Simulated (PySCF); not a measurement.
C5ClO5Re, SMILES [O+]#[C-]->[Re]([Cl])(<-[C-]#[O+])(<-[C-]#[O+])(<-[C-]#[O+])<-[C-]#[O+], multiplicity 1. Coordinates come from a PBE0-D3(BJ)/def2-SVP optimisation. The spin state was assumed, not searched. The isomer is the one that the SMILES or the coordinates give; other isomers of the formula were not compared. The def2 effective core potentials stand for the cores of Re; spin–orbit coupling is left out.

Computed equilibrium geometry at PBE0-D3(BJ)/def2-SVP (PySCF confirms it by a frequency run) as bond lengths and angles, and its point group:
point group C4v.
Atoms: Re1 O2 C3 O4 C5 O6 C7 O8 C9 O10 C11 Cl12. Bond lengths (Å): Re1–C3 2.023, Re1–C5 2.023, Re1–C7 2.023, Re1–C9 2.023, Re1–C11 1.945, Re1–Cl12 2.482, O2–C3 1.136, O4–C5 1.136, O6–C7 1.136, O8–C9 1.136, O10–C11 1.148. Bond angles (°): C3–Re1–C5 89.8, C3–Re1–C7 89.8, C3–Re1–C9 173.5, C3–Re1–C11 93.2, C3–Re1–Cl12 86.8, C5–Re1–C7 173.5, C5–Re1–C9 89.8, C5–Re1–C11 93.2, C5–Re1–Cl12 86.8, C7–Re1–C9 89.8, C7–Re1–C11 93.2, C7–Re1–Cl12 86.8, C9–Re1–C11 93.2, C9–Re1–Cl12 86.8, C11–Re1–Cl12 180.0, Re1–C3–O2 178.4, Re1–C5–O4 178.4, Re1–C7–O6 178.4, Re1–C9–O8 178.4, Re1–C11–O10 180.0.
